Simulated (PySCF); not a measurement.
Simulation results for ClGeH4Si, AlGeH8NSi, GeH6NSi, GeH9NSi2

Computed with PySCF 2.14.0. Calculation on a computer-drawn molecule: the log of a Hartree-Fock and frozen-core CCSD(T) single point meant for a local Hartree-Fock minimum, with one planted fault or none, to be diagnosed. Offsets are logged minus clean, where the clean run is the same molecule without the fault. The reference is restricted for singlets and unrestricted otherwise, and also for a bond in bohr or an excited solution. Adding or removing an electron swaps singlet and doublet. The excited solution moves the top pair (singlet) or top alpha electron (doublet) to the lowest empty orbital. Highest occupied and lowest empty are orbital energies over both spins, largest force is the largest gradient component, triples share is (T) over the correlation energy, the T1 limit is 0.02 restricted and 0.045 unrestricted, electrons count all cores, a negative frequency is imaginary (commonest isotopes), and the dipole is about the centre of nuclear charge; on germanium a core potential holds 10 electrons, which the energies leave out, and 3d is frozen in MP2 and coupled-cluster steps.

Common to all runs: meant charge 0; meant basis cc-pV(D+d)Z; meant basis and core potential on germanium cc-pVDZ-PP ECP10MDF; logged SCF converged yes; logged CC converged yes; logged SCF stable within its kind yes; possible faults no fault, one electron removed, one electron added, multiplicity raised by two, geometry at a saddle point, SCF held on an excited solution, minimal basis STO-3G, one bond length entered in bohr, all coordinates scaled.

(1) 
```xyz
7
formula=ClGeH4Si meant_multiplicity=2 logged_electrons=68 logged_basis_functions=89 logged_spin_squared=0 logged_highest_occupied=-1.3732 logged_lowest_empty=8.0216 logged_largest_force=0.056647 logged_T1_diagnostic=0.011925 logged_D1_diagnostic=0.031565 logged_triples_share=0.024627 logged_dipole_magnitude=1.6956 logged_energy_HF=-1044.18133 logged_energy_CCSD(T)=-1044.58378 planted_fault=one_electron_added HF_energy_offset_from_clean_run=-10.25 CCSD(T)_energy_offset_from_clean_run=-26.18
Si     0.5616     0.7943    -0.8910
Ge     2.6129    -0.4319    -0.5558
Cl     2.1446    -2.2135     0.6401
H      0.8782     1.9933    -1.6992
H      0.0523     1.1973     0.4356
H     -0.4381    -0.0393    -1.5930
H      3.2904    -0.9706    -1.8249
```

Units: logged_highest_occupied, logged_lowest_empty in eV; logged_largest_force in hartree/bohr; logged_dipole_magnitude in debye; logged_energy_HF, logged_energy_CCSD(T) in hartree; HF_energy_offset_from_clean_run, CCSD(T)_energy_offset_from_clean_run in kcal/mol.

Drawn bonds:
| atom | other atom | order |
| --- | --- | --- |
| 1 | 2 | 1 |
| 2 | 3 | 1 |
| 1 | 4 | 1 |
| 1 | 5 | 1 |
| 1 | 6 | 1 |
| 2 | 7 | 1 |

(2) 
```xyz
12
formula=AlGeH8NSi meant_multiplicity=1 logged_electrons=74 logged_basis_functions=123 logged_spin_squared=2.0084 logged_highest_occupied=-5.3143 logged_lowest_empty=-2.1159 logged_largest_force=0.041004 logged_T1_diagnostic=0.021205 logged_D1_diagnostic=0.11507 logged_triples_share=0.026485 logged_dipole_magnitude=2.0193 logged_energy_HF=-883.23752 logged_energy_CCSD(T)=-883.7461 planted_fault=multiplicity_raised_by_two HF_energy_offset_from_clean_run=100.3 CCSD(T)_energy_offset_from_clean_run=105.7
Si     1.0469    -0.3343     1.3867
N      0.5761     1.2690     0.9289
Al    -0.9646     2.1668     1.0478
Ge    -2.9921     1.0981     2.0550
H      2.1385    -0.3289     2.3913
H     -0.1358    -1.0069     1.9702
H      1.5240    -1.1249     0.2256
H      1.3288     1.7948     0.5098
H     -0.9559     3.6446     0.4865
H     -4.1842     2.0690     2.0848
H     -3.4425    -0.1429     1.2669
H     -2.7468     0.6414     3.5023
```

Units: logged_highest_occupied, logged_lowest_empty in eV; logged_largest_force in hartree/bohr; logged_dipole_magnitude in debye; logged_energy_HF, logged_energy_CCSD(T) in hartree; HF_energy_offset_from_clean_run, CCSD(T)_energy_offset_from_clean_run in kcal/mol.

Drawn bonds:
| atom | other atom | order |
| --- | --- | --- |
| 1 | 2 | 1 |
| 2 | 3 | 1 |
| 3 | 4 | 1 |
| 1 | 5 | 1 |
| 1 | 6 | 1 |
| 1 | 7 | 1 |
| 2 | 8 | 1 |
| 3 | 9 | 1 |
| 4 | 10 | 1 |
| 4 | 11 | 1 |
| 4 | 12 | 1 |

(3) 
```xyz
9
formula=GeH6NSi meant_multiplicity=2 logged_electrons=58 logged_basis_functions=90 logged_spin_squared=0 logged_highest_occupied=-16.113 logged_lowest_empty=-6.6532 logged_largest_force=0.067865 logged_T1_diagnostic=0.028165 logged_D1_diagnostic=0.11243 logged_triples_share=0.032879 logged_dipole_magnitude=3.7433 logged_energy_HF=-639.97248 logged_energy_CCSD(T)=-640.39698 planted_fault=one_electron_removed HF_energy_offset_from_clean_run=174.5 CCSD(T)_energy_offset_from_clean_run=169.6
Si     1.5221     0.1793     1.2923
N      0.9950    -0.7952    -0.0340
Ge    -0.6024    -0.7535    -0.9598
H      0.3318     0.8615     1.8466
H      2.5149     1.2096     0.8968
H      2.1527    -0.6509     2.3467
H      1.7057    -1.3409    -0.4915
H     -0.8076    -2.1431    -1.5934
H     -1.7201    -0.4278     0.0443
```

Units: logged_highest_occupied, logged_lowest_empty in eV; logged_largest_force in hartree/bohr; logged_dipole_magnitude in debye; logged_energy_HF, logged_energy_CCSD(T) in hartree; HF_energy_offset_from_clean_run, CCSD(T)_energy_offset_from_clean_run in kcal/mol.

Drawn bonds:
| atom | other atom | order |
| --- | --- | --- |
| 1 | 2 | 1 |
| 2 | 3 | 1 |
| 1 | 4 | 1 |
| 1 | 5 | 1 |
| 1 | 6 | 1 |
| 2 | 7 | 1 |
| 3 | 8 | 1 |
| 3 | 9 | 1 |

Notes: T1 above single-reference limit.

(4) 
```xyz
13
formula=GeH9NSi2 meant_multiplicity=1 logged_electrons=77 logged_basis_functions=128 logged_spin_squared=0.7592 logged_highest_occupied=2.497 logged_lowest_empty=8.1356 logged_largest_force=0.035767 logged_T1_diagnostic=0.019174 logged_D1_diagnostic=0.10958 logged_triples_share=0.030822 logged_dipole_magnitude=0.29653 logged_energy_HF=-930.87441 logged_energy_CCSD(T)=-931.47246 planted_fault=one_electron_added HF_energy_offset_from_clean_run=66.82 CCSD(T)_energy_offset_from_clean_run=44.97
Si    -1.1114    -0.0168     1.8349
N      0.3218    -0.0316     0.8476
Si     1.8721     0.4140     1.5002
Ge     0.1945    -0.5350    -0.9461
H     -2.2519    -0.4432     0.9893
H     -1.3981     1.3340     2.3721
H     -0.9997    -0.9450     2.9843
H      1.6878     0.7651     2.9280
H      2.4501     1.5790     0.7896
H      2.8471    -0.6976     1.4007
H     -0.3322    -1.9676    -1.0438
H     -0.7489     0.4167    -1.6833
H      1.6057    -0.4451    -1.5305
```

Units: logged_highest_occupied, logged_lowest_empty in eV; logged_largest_force in hartree/bohr; logged_dipole_magnitude in debye; logged_energy_HF, logged_energy_CCSD(T) in hartree; HF_energy_offset_from_clean_run, CCSD(T)_energy_offset_from_clean_run in kcal/mol.

Drawn bonds:
| atom | other atom | order |
| --- | --- | --- |
| 1 | 2 | 1 |
| 2 | 3 | 1 |
| 2 | 4 | 1 |
| 1 | 5 | 1 |
| 1 | 6 | 1 |
| 1 | 7 | 1 |
| 3 | 8 | 1 |
| 3 | 9 | 1 |
| 3 | 10 | 1 |
| 4 | 11 | 1 |
| 4 | 12 | 1 |
| 4 | 13 | 1 |

Notes: highest electron not bound in this basis.
